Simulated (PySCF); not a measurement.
C₃H₉F₂NSi₂.
Geometry (GFN2-xTB, Å), atoms numbered from 1 in this order:
```xyz
17
C3H9F2NSi2 angstrom
C     -2.1355    0.4631   -0.2457
C     -1.3081   -0.4897    0.5996
N     -0.3913    0.1869    1.5056
Si     1.1211   -0.4719    1.0109
Si     2.6224    0.9940    0.0606
C     -0.2161   -1.2535   -0.1615
F     -0.3987   -2.6069   -0.1261
F     -0.1591   -0.9483   -1.4933
H     -2.8170    1.0274    0.3873
H     -2.7143   -0.0953   -0.9772
H     -1.4809    1.1554   -0.7702
H     -1.9640   -1.1944    1.1269
H     -0.7472    0.7818    2.2339
H      1.6076   -1.5496    1.8915
H      2.0114    2.2352   -0.4264
H      3.3583    0.4011   -1.0570
H      3.6045    1.3768    1.0806
```

NICS = −σ at a ghost point: NICS(0) at the centroid of the ring atoms, NICS(1) 1 Å to either side along the normal of their mean plane, zz for the tensor component along that normal. Level: GIAO PBE0/pcSseg-1 (PySCF, non-relativistic, gas phase) on the GFN2-xTB geometry, one conformer.

Ring bond lengths (Å), with Mayer bond orders in brackets: C2–N3 1.456 (0.96), N3–Si4 1.722 (1.03), Si4–C6 1.943 (0.84), C6–C2 1.535 (0.90).

Task: Give the NICS values of each ring in ppm.

Result: 
```json
{"ring": "C2–N3–Si4–C6", "type": "4-membered ring with N and Si; formal bonds all single", "NICS(0)": "-2.5", "NICS(1), two faces": "-1.1 / 0.0", "NICS(1)zz, two faces": "3.4 / 2.1", "rms pucker (Å)": "0.01", "centre to ring atoms, mean (Å)": "1.17"}
```

Task: What do they say, and how far can they be read as aromaticity?

Result: 
- C2–N3–Si4–C6: mean NICS(1)zz 2.8 ppm, near zero. C2, Si4, C6 have four or more neighbours; no verdict on aromaticity is drawn.

Task: At the first NICS(1) probe listed for ring C2–N3–Si4–C6, 1 Å off the ring, what do the in-plane components average?

Result: The isotropic value is a third of the trace: (3 × -1.1 − (3.4))/2 = -3.4 ppm.

Task: How shielded are the nuclei of the rings and their hydrogens (means over atoms taken as equivalent)?

Result: 
```json
{"atoms": "C2", "environment": "sp3 carbon bound to nitrogen", "σ isotropic (ppm)": "112.8"}
{"atoms": "N3", "environment": "silicon-bound nitrogen", "σ isotropic (ppm)": "240.4"}
{"atoms": "Si4", "environment": "SiH silicon", "σ isotropic (ppm)": "346.6"}
{"atoms": "C6", "environment": "CF2 carbon", "σ isotropic (ppm)": "49.6"}
{"atoms": "H12", "environment": "methine hydrogen", "σ isotropic (ppm)": "27.23"}
{"atoms": "H13", "environment": "N–H hydrogen", "σ isotropic (ppm)": "31.68"}
{"atoms": "H14", "environment": "Si–H hydrogen", "σ isotropic (ppm)": "25.51"}
```
